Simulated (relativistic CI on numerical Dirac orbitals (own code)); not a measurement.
# Slater and spin-orbit integrals, W XXV

Calculated at this level of theory: Dirac-Coulomb-Breit CI, orbitals from a KLI potential per configuration, model QED, unscaled Slater integrals (own radial code, finite nucleus).

Slater integrals F^k, G^k are unscaled and averaged over j, outside the closed core [Ar] 3d10 4p6 4d10; ζ comes from projecting the Hamiltonian with its Breit term on Σ l·s of the shell.

- 4s²4f⁴: F^2(4f,4f) = 226030, F^4(4f,4f) = 146720, F^6(4f,4f) = 107090, ζ(4f) = 7445.2 cm⁻¹; <r>(4f) = 0.4593, <r^2>(4f) = 0.2432 (bohr units).
- 4s²4f³5s: F^2(4f,4f) = 228670, F^4(4f,4f) = 148540, F^6(4f,4f) = 108450, ζ(4f) = 7654.4, G^3(4f,5s) = 33171 cm⁻¹; <r>(4f) = 0.4548, <r^2>(4f) = 0.2383, <r>(5s) = 0.8162, <r^2>(5s) = 0.7419 (bohr units).
- 4s²4f²5s²: F^2(4f,4f) = 231580, F^4(4f,4f) = 150550, F^6(4f,4f) = 109960, ζ(4f) = 7866.4 cm⁻¹; <r>(4f) = 0.45, <r^2>(4f) = 0.2331 (bohr units).

Averages of the first 10 configurations, taken without configuration mixing, which lowers the lowest level and can move excited configurations by several eV; other configurations of the list can lie among them:

```csv
Configuration,Parity,States,Average energy above the lowest level (eV)
4s²4f⁴,even,1001,15.8
4s²4f³5s,odd,728,109.3
4s²4f²5s²,even,91,212.6
4s²4f³5p,even,2184,167.6
4s²4f²5s5p,odd,1092,268.1
4s²4f²5p²,even,1365,329.1
4s²4f³5d,odd,3640,246.2
4s²4f²5s5d,even,1820,349.2
4s²4f²5p5d,odd,5460,407.9
4s²4f³5f,even,5096,328.7
```
